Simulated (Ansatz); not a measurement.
Calculated with Ansatz (gas phase, PBE0-D4/def2-TZVP geometries, no zero-point term in ΔE). CCSD(T)/CBS adds triple-zeta CCSD(T) − MP2 to the extrapolated MP2 energy (def2 sets, frozen cores). This one scheme is used for every species. DFT in def2-TZVPP. For Ti outer-core shells are correlated without core-valence functions, which leaves a few kJ/mol of doubt a bond. Scalar relativity is left out up to krypton. Each species was taken in one conformer, which may not be the lowest.

Consider the formal hydrolysis of a Ti–S bond: `[OH][Ti]([OH])([OH])[SH]` + H₂O → `[OH][Ti]([OH])([OH])[OH]` + H₂S.

```tsv
level	ΔE (kJ/mol)
r2SCANh-D4	-23.7
r2SCAN	-25.0
```

What does CCSD(T)/CBS give? (An estimate is asked.)

Computed: -20.9 kJ/mol. The listed levels differ from it by -2.8, -4.1 kJ/mol.

What do rigid-rotor, harmonic-oscillator terms from PBE0-D4/def2-TZVP frequencies (298.15 K, 1 bar) make of the CCSD(T)/CBS value? (Estimate.)

The calculation gave: ΔZPE = -5.9 kJ/mol, ΔH = -28.2 kJ/mol, ΔS = -6 J/(mol·K), ΔG = -26.4 kJ/mol.

Largest T1 diagnostic among the species: 0.025, so the coupled-cluster value is less sure than usual.

The D4 term adds +5.0 kJ/mol with B3LYP and +2.8 kJ/mol with PBE0; it sums over pairs of atoms, weighted by their polarisabilities, and B3LYP, whose exchange is more repulsive, gets the larger term. In def2-TZVPP, CCSD(T) changes the Hartree–Fock value by +15.6 kJ/mol (the triples alone add +6.7 kJ/mol) and MP2 by +22.2 kJ/mol.

B3LYP here is the variant with VWN-RPA as its local correlation; programs differ in this.
